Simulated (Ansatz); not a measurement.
`O[SiH]([SiH3])[GaH2]` + HBr → `[GaH2][Br]` + `O[SiH2][SiH3]`  (cleavage of the Ga–Si bond)

Calculated with Ansatz (gas phase, PBE0-D4/def2-TZVP geometries, no zero-point term in ΔE). CCSD(T)/CBS adds triple-zeta CCSD(T) − MP2 to the extrapolated MP2 energy (def2 sets, frozen cores). DFT in def2-TZVPP. For Br, Ga outer-core shells are correlated without core-valence functions, which leaves a few kJ/mol of doubt a bond. Scalar relativity is left out up to krypton. One conformer a species, not always the lowest.

```tsv
level	ΔE (kJ/mol)	difference from CCSD(T)/CBS
r2SCANh-D4	-128.3	-1.7
r2SCAN0-D4	-130.8	-4.2
CAM-B3LYP-D4	-128.6	-2.0
ωB97M-V	-129.4	-2.8
PBE-QIDH	-131.9	-5.3
revPBE	-117.7	8.9
LC-ωPBE	-126.0	0.6
RPA@PBE/def2-TZVPP	-123.6	3.0
MP2/def2-SVP	-137.3	-10.7
CCSD(T)/def2-SVP	-129.8	-3.2
HF/def2-TZVPP	-158.8	-32.2
MP2/def2-TZVPP	-134.1	-7.5
SCS-MP2/def2-TZVPP	-136.4	-9.8
HF/def2-QZVPP	-158.7	-32.1
MP2/def2-QZVPP	-133.8	-7.2
HF/CBS(def2)	-158.7	-32.1
CCSD(T)/CBS	-126.6	0
```

Largest T1 diagnostic among the species: 0.014.

From PBE to PBE0 (25 % exact exchange), in def2-TZVPP and without D4, ΔE moves by −7.9 kJ/mol. The D4 term adds +6.8 kJ/mol with B3LYP and +4.0 kJ/mol with PBE0; it sums over pairs of atoms, weighted by their polarisabilities, and B3LYP, whose exchange is more repulsive, gets the larger term. Leaving LDA and LC-ωPBE aside and taking each functional with its dispersion term where it has one, the values, not all of them listed here, spread over 23.7 kJ/mol, from BHLYP-D4 to revPBE-D4. LDA lies +4.9 kJ/mol from PBE without D4.

B3LYP here is the variant with VWN-RPA as its local correlation; programs differ in this.
